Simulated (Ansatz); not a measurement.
Isolated molecules relaxed with PBE0-D4/def2-TZVP in Ansatz; ΔE leaves out vibrations. CCSD(T)/CBS is the MP2 limit (def2-TZVPP, def2-QZVPP) plus CCSD(T) − MP2 in def2-TZVPP, frozen cores. Functionals use def2-TZVPP. def2 core potentials past Kr. For Sn outer-core shells are correlated without core-valence functions, which leaves a few kJ/mol of doubt a bond. One conformer a species, not always the lowest.

Consider the redistribution: `COB(O)O[SiH3]` + `[NH2][Sn][OH]` → `COB(O)O` + `[NH2][Sn][O][SiH3]`.

```
         level  ΔE (kcal/mol)
           PBE           -7.3
 HF/def2-TZVPP           -8.9
 HF/def2-QZVPP           -8.9
CCSD/CBS(def2)           -8.3
```

**Question.** What does CCSD(T)/CBS give? (An estimate is asked.)

**Answer.** The calculation gave: -8.2 kcal/mol. The listed levels differ from it by 0.9, -0.7, -0.7, -0.1 kcal/mol.

Largest T1 diagnostic among the species: 0.017.
